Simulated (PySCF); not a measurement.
C₅H₁₃In, SMILES [CH2](CC)[In]([CH3])[CH3]. Atoms are numbered in the order given.

```xyz
19

In     0.1130     0.6607     0.1969
C      1.4183     2.3888    -0.1640
H      2.2616     2.1343    -0.8224
H      1.8112     2.7725     0.7909
H      0.8352     3.1975    -0.6343
C     -1.5165     0.8360     1.6596
H     -2.1108    -0.0877     1.7139
H     -2.1801     1.6722     1.3873
H     -1.1018     1.0508     2.6577
C      0.4065    -1.2382    -0.8826
C     -0.5934    -2.3452    -0.5362
C     -0.3531    -3.6464    -1.3066
H      1.4417    -1.5698    -0.6823
H      0.3760    -1.0077    -1.9631
H     -0.5600    -2.5564     0.5480
H     -1.6236    -1.9958    -0.7309
H     -0.4227    -3.4803    -2.3948
H     -1.0867    -4.4247    -1.0379
H      0.6535    -4.0477    -1.1004
```

Geometry: B3LYP-D3(BJ)/def2-SVP. The def2 effective core potentials stand for the cores of In; spin–orbit coupling is left out. The values are those of a single conformer.

Computed with C-PCM-ωB97X/def2-SVP (PySCF 2.14.0).

The values are the electrostatic part of the solvation free energy, E(continuum) − E(gas) at the gas-phase geometry, in a cavity of scaled van der Waals radii (PySCF's table); cavitation and dispersion terms are not included. A continuum can't describe solvent molecules that bind to the metal. In vacuum the orbital gap is 9.78 eV. The dipole moment in vacuum is 0.13 D.

```json
[
 {"solvent": "water", "ε": "78.36", "ΔG(elec) (kcal/mol)": "-2.5", "dipole (D)": "0.16", "gap (eV)": "10.08"},
 {"solvent": "N,N-dimethylformamide", "ε": "37.22", "ΔG(elec) (kcal/mol)": "-2.4", "dipole (D)": "0.16", "gap (eV)": "10.08"},
 {"solvent": "ethanol", "ε": "24.85", "ΔG(elec) (kcal/mol)": "-2.4", "dipole (D)": "0.16", "gap (eV)": "10.08"}
]
```
